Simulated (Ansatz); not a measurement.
MoSe2. Total charge 0; singlet. Geometry B3LYP-D4/def2-TZVP; atoms count from 1.

```xyz
3

Mo   -0.0732    1.1496   -0.7599
Se   -0.8224   -1.0641   -0.2776
Se    0.8956   -0.0854    1.0375
```

In the def2 sets Mo takes a core potential; there is no spin–orbit coupling. The restricted singlet is unstable towards broken spin symmetry in Hartree–Fock (as tested in another run); at PBE0-D4/def2-TZVP this wasn't settled. No other spin state of charge 0 was run. Another isomer (triplet) lies 2.72 eV lower at PBE0-D4/def2-TZVP; other spin states weren't run for this one.

Estimate the Mulliken populations from the PBE0/def2-TZVP orbitals of Ansatz.


```tsv
atom	charge (e)	d electrons
Mo1	0.46	4.91
Se2	-0.23	–
Se3	-0.23	–
```
Mulliken values and Mayer orders depend strongly on the basis.

And the Mayer bond orders between bonded heavy atoms (over 0.3)?

Mo1–Se2 1.36 (2.39 Å); Mo1–Se3 1.36 (2.39 Å); Se2–Se3 1.14 (2.37 Å).
